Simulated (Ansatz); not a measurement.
Method: frozen-core CCSD(T)/cc-pVTZ // r2SCAN-D4/def2-TZVP (Ansatz, a first-principles code).

Ansatz 0.2 input:
```yaml
crystal:
  periodic: [false, false, false]
  atoms:
    - { symbol: C, position_ang: [-1.089307, 0.204969, 0.086629] }
    - { symbol: C, position_ang: [0.181277, -0.029092, 0.242077] }
    - { symbol: C, position_ang: [1.4736, -0.276535, 0.400405] }
    - { symbol: N, position_ang: [2.624635, -0.495081, 0.541471] }
    - { symbol: H, position_ang: [-1.813067, -0.604951, 0.003942] }
    - { symbol: H, position_ang: [-1.481158, 1.220005, 0.033178] }
basis:
  gaussian: { orbitals: cc-pVTZ }
correlation:
  method: ccsd_t
magnetization:
  spin_polarized: true
  initial_magnetization: 1
```

Output:

```
Functional definition: HF
865 factors; integrals over basis functions are off by at most 1.1e-3 eV
mean field evaluation 1: about -4600.4000 eV, gradient 2.1e1 eV
mean field evaluation 2: about -4600.4046 eV, gradient 2.1e1 eV
mean field evaluation 4: about -4603.2799 eV, gradient 4.5e0 eV
mean field evaluation 8: about -4603.6649 eV, gradient 1.0e0 eV
mean field evaluation 16: about -4603.9284 eV, gradient 5.5e-4 eV
mean field evaluation 32: about -4603.9284 eV, gradient 4.1e-5 eV
mean field evaluation 64: about -4602.3242 eV, gradient 8.7e0 eV
mean field evaluation 96: about -4600.7884 eV, gradient 1.0e-1 eV
mean field evaluation 128: about -4600.8412 eV, gradient 8.0e-3 eV
mean field evaluation 160: about -4597.5041 eV, gradient 2.2e-1 eV
mean field evaluation 192: about -4600.7532 eV, gradient 7.8e-2 eV
mean field evaluation 224: about -4600.3290 eV, gradient 1.9e0 eV
mean field -4603.92839647 eV, -169.1912479157 hartree, gradient 3.3e-6 eV, S^2 1.407512; 5 other end points of the search recorded, 0 dependent functions left out
determinant -4603.92839647 eV, -169.1912479157 hartree, with singles and doubles -4620.97219979 eV, -169.8175961348 hartree
determinant -4600.84118412 eV, -169.0777949541 hartree, with singles and doubles -4617.99370506 eV, -169.7081384725 hartree
determinant -4600.78905911 eV, -169.0758793954 hartree, with singles and doubles -4618.17965478 eV, -169.7149719987 hartree
4 core orbitals not correlated
reference -4603.92839647 eV, -169.1912479157 hartree; 10, 9 occupied and 134, 135 virtual orbitals, 865 factors
second order -15.43626218 eV of doubles, -0.00000000 eV of singles
cycle   1  -16.88230073 eV  change    -1.5e0 eV  update   2.9e-2
cycle   2  -16.93930373 eV  change   -5.7e-2 eV  update   8.9e-3
cycle   3  -16.94137963 eV  change   -2.1e-3 eV  update   5.2e-3
cycle   4  -16.95654360 eV  change   -1.5e-2 eV  update   3.4e-3
cycle   5  -16.96503975 eV  change   -8.5e-3 eV  update   1.6e-3
cycle   6  -16.96855085 eV  change   -3.5e-3 eV  update   6.0e-4
cycle   7  -16.96961639 eV  change   -1.1e-3 eV  update   2.0e-4
cycle   8  -16.97003621 eV  change   -4.2e-4 eV  update   9.7e-5
cycle   9  -16.97019559 eV  change   -1.6e-4 eV  update   4.0e-5
cycle  10  -16.97021060 eV  change   -1.5e-5 eV  update   1.9e-5
cycle  11  -16.97023542 eV  change   -2.5e-5 eV  update   7.7e-6
cycle  12  -16.97023206 eV  change    3.4e-6 eV  update   3.0e-6
perturbative correction -0.92668714 eV, -0.0340551241 hartree
Total energy: -4621.82531567 eV, -169.8489475652 hartree
```

Cost: around 70 core-seconds (rough).
